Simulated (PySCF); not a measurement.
Cl₃Si, SMILES Cl[Si](Cl)Cl, multiplicity 2. Atoms are numbered in the order given.

```xyz
4

Cl     1.6776     0.9686    -0.1503
Si     0.0000     0.0000     0.5476
Cl     0.0000    -1.9371    -0.1503
Cl    -1.6776     0.9686    -0.1503
```
Charge 0, spin multiplicity 2.

Geometry: PBE0-D3(BJ)/def2-SVP. The isomer is the one that the SMILES or the coordinates give; other isomers of the formula were not compared.

All values below come from PBE0/pcH-1 (PySCF).

Unrestricted Kohn–Sham, ⟨S²⟩ = 0.752. Hyperfine tensors hold the contact and dipolar terms, without spin-orbit corrections.

Computed hyperfine couplings:
| nucleus | A(iso) (MHz) | A(iso) (G) | dipolar principal values (MHz) |
|---|---|---|---|
| 35Cl no. 1 | 28.1 | 10.0 | -22.1, -22.0, 44.0 |
| 29Si no. 2 | -1166.8 | -416.3 | -116.9, 58.4, 58.4 |
| 35Cl no. 3 | 28.1 | 10.0 | -22.1, -22.0, 44.0 |
| 35Cl no. 4 | 28.1 | 10.0 | -22.1, -22.0, 44.0 |

Task: And the g tensor (effective nuclear charges for spin-orbit coupling, GIAO)? (An estimate is asked for; the answer gives what the named calculation found.)

Result: principal values 2.0029, 2.0061, 2.0061; isotropic 2.0051.
